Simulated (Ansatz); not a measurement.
A nudged elastic band was laid between two geometries of AlCl$_{2}$H$_{3}$Si (7 atoms, charge 0, multiplicity 1).

All numbers below come from RKS r2SCAN-D4/def2-mTZVP in Ansatz 0.2.0.

| Quantity | Value |
| --- | --- |
| movable images | 5 |
| climbing image | yes |
| spring | 5.0 eV/Å² |
| optimiser | quadratic models (default) |
| start path | IDPP |
| force threshold | 0.05 eV/Å |
| iteration limit | 10 |
| end points | relaxed |

Initial state:

```xyz
7
Properties=species:S:1:pos:R:3
Cl -2.754 -0.614 -0.805
Al -1.067 0.633 -0.664
Si 0.935 -0.243 0.455
Cl 0.623 -2.187 1.131
H -1.169 2.084 -1.288
H 1.320 0.590 1.630
H 2.112 -0.263 -0.459
```

Final state:

```xyz
7
Properties=species:S:1:pos:R:3
Cl -1.193 2.370 -1.367
Al -1.191 0.398 -0.617
Si 0.892 -0.309 0.465
Cl 0.701 -2.270 1.157
H -2.503 -0.462 -0.804
H 1.241 0.547 1.633
H 2.053 -0.275 -0.467
```

(1) Which bonds break or form, and what moves?

(2) Give the energies along the band, and the barrier.

(3) What is the geometry of the highest image?

Answers

(1) No bond is made or broken. The dihedral Cl1–Al2–Si3–Cl4 goes from 0 to 179°.

(2) The run converged. The highest image is number 2 of 0 to 6, 0.2 kcal/mol above the first end and 0.7 kcal/mol above the last; the last end lies 0.5 kcal/mol below the first. Another band between the same ends (5 images) ends at a top of the same energy, where a vibrational analysis finds no clearly imaginary modes.

```json
{"image": "0", "path coordinate (Å)": "0.00", "energy (kcal/mol)": "0.0", "dihedral Cl1–Al2–Si3–Cl4 (°)": "0"}
{"image": "1", "path coordinate (Å)": "0.90", "energy (kcal/mol)": "0.1", "dihedral Cl1–Al2–Si3–Cl4 (°)": "30"}
{"image": "2", "path coordinate (Å)": "1.81", "energy (kcal/mol)": "0.2", "dihedral Cl1–Al2–Si3–Cl4 (°)": "59"}
{"image": "3", "path coordinate (Å)": "2.71", "energy (kcal/mol)": "0.2", "dihedral Cl1–Al2–Si3–Cl4 (°)": "89"}
{"image": "4", "path coordinate (Å)": "3.63", "energy (kcal/mol)": "0.0", "dihedral Cl1–Al2–Si3–Cl4 (°)": "119"}
{"image": "5", "path coordinate (Å)": "4.54", "energy (kcal/mol)": "-0.3", "dihedral Cl1–Al2–Si3–Cl4 (°)": "150"}
{"image": "6", "path coordinate (Å)": "5.45", "energy (kcal/mol)": "-0.5", "dihedral Cl1–Al2–Si3–Cl4 (°)": "179"}
```

(3) 
```xyz
7
Properties=species:S:1:pos:R:3
Cl -2.894 0.248 0.156
Al -1.019 0.668 -0.702
Si 0.931 -0.281 0.450
Cl 0.703 -2.359 0.487
H -1.002 1.540 -2.021
H 1.059 0.178 1.861
H 2.223 0.006 -0.231
```

The run took 110 s on 2 threads of Arm Neoverse V1, with other jobs on the host, peak memory 0.16 GiB.
